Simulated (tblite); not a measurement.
3-furoic acid, C5H4O3.
Numbering: `[O:1]=[C:2]([OH:3])[c:4]1[cH:5][cH:6][o:7][cH:8]1` (hydrogens: H9 on O3; H10 on C5; H11 on C6; H12 on C8)

Computed with GFN2-xTB (tblite), gas phase: Langevin dynamics at 300 K from the optimised GFN2-xTB geometry, time step 0.5 fs, friction 0.01 fs⁻¹, 2000 steps.

Start geometry:
```
atom  x, y, z in Å
O1      2.173   -1.223    0.654
C2      1.572   -0.341    0.094
O3      2.192    0.610   -0.623
C4      0.119   -0.175    0.109
C5     -0.661    0.836   -0.525
C6     -1.950    0.552   -0.211
O7     -2.023   -0.549    0.562
C8     -0.781   -0.985    0.754
H9      3.150    0.460   -0.605
H10    -0.289    1.642   -1.121
H11    -2.873    1.035   -0.465
H12    -0.630   -1.862    1.351
```

The statistics below take the 31 frames saved every 25 fs from 250 to 1000 fs; their kinetic temperature (all 3N coordinates) averages 288 K.

Question: How do the bond lengths spread?

Answer: 
```tsv
bond	start (Å)	mean (Å)	standard deviation (Å)	shortest (Å)	longest (Å)
O1=C2	1.206	1.208	0.020	1.176	1.253
C2–O3	1.342	1.347	0.031	1.298	1.447
C2–C4	1.462	1.466	0.033	1.355	1.530
C4–C5	1.426	1.433	0.035	1.362	1.503
C5–C6	1.357	1.357	0.026	1.319	1.398
C6–O7	1.348	1.350	0.023	1.304	1.404
O7–C8	1.330	1.334	0.033	1.273	1.381
C4–C8	1.372	1.377	0.022	1.322	1.425
O3–H9	0.970	0.973	0.019	0.937	1.010
C5–H10	1.069	1.070	0.021	1.015	1.110
C6–H11	1.072	1.075	0.017	1.047	1.115
C8–H12	1.072	1.073	0.017	1.043	1.113
```

Question: Give the same statistics for bond angles, one of each kind among heavy atoms.

Answer: 
| angle | start (°) | mean (°) | standard deviation (°) | smallest (°) | largest (°) |
| --- | --- | --- | --- | --- | --- |
| O1–C2–O3 | 122.4 | 122.3 | 3.3 | 116.2 | 128.9 |
| O1–C2–C4 | 125.0 | 125.0 | 3.7 | 118.9 | 133.5 |
| O3–C2–C4 | 112.6 | 112.6 | 3.6 | 105.9 | 119.5 |
| C2–C4–C5 | 128.3 | 127.9 | 4.9 | 118.4 | 136.7 |
| C2–C4–C8 | 126.1 | 126.4 | 5.2 | 115.8 | 135.7 |
| C5–C4–C8 | 105.6 | 105.3 | 2.1 | 100.0 | 109.0 |
| C4–C5–C6 | 105.6 | 105.6 | 1.8 | 102.5 | 109.9 |
| C5–C6–O7 | 110.8 | 110.8 | 2.2 | 105.5 | 114.6 |
| C6–O7–C8 | 107.5 | 107.4 | 2.3 | 102.0 | 112.0 |
| C4–C8–O7 | 110.6 | 110.5 | 2.5 | 106.6 | 116.3 |

Question: How far does each atom move about its mean position (frames aligned on the start, all atoms weighted alike), and what rms force does it feel?

Answer: 
```
atom  rms displacement (Å)  rms force (eV/Å)
  O1                  0.32              1.59
  C2                  0.09              2.19
  O3                  0.21              1.40
  C4                  0.09              2.28
  C5                  0.09              1.96
  C6                  0.05              1.71
  O7                  0.09              1.80
  C8                  0.10              1.95
  H9                  0.22              0.90
 H10                  0.17              0.84
 H11                  0.12              0.68
 H12                  0.18              0.68
```

The displacements run from 0.05 to 0.32 Å, the largest at O1.

Question: Follow the torsion O1–C2–C4–C5 through every second one of these frames.

Answer: 
```csv
t (fs),O1–C2–C4–C5 (°)
250,-165
300,-166
350,-167
400,179
450,160
500,148
550,159
600,174
650,-171
700,-164
750,-164
800,-174
850,177
900,159
950,159
1000,153
```

Largest departure from the start value over all these frames: O1–C2–C4–C5 33° (start 180°).

Question: How widely does the potential energy scatter, against a harmonic estimate?

Answer: Mean 0.36 eV above the start, standard deviation 0.097 eV, range 0.20 to 0.54 eV. For 30 classical harmonic modes at 300 K the canonical values are 30kT/2 = 0.39 eV and kT·√(30/2) = 0.100 eV.

The run is classical and short, so these are rough statistics of one trajectory.

The cost below is that of the whole dynamics run. Hardware: an AMD EPYC 9R45 with one thread, no GPU, shared host with 96 logical CPUs at a one-minute load of 53. Cost: 5.9 s, 0.18 GiB resident at most.
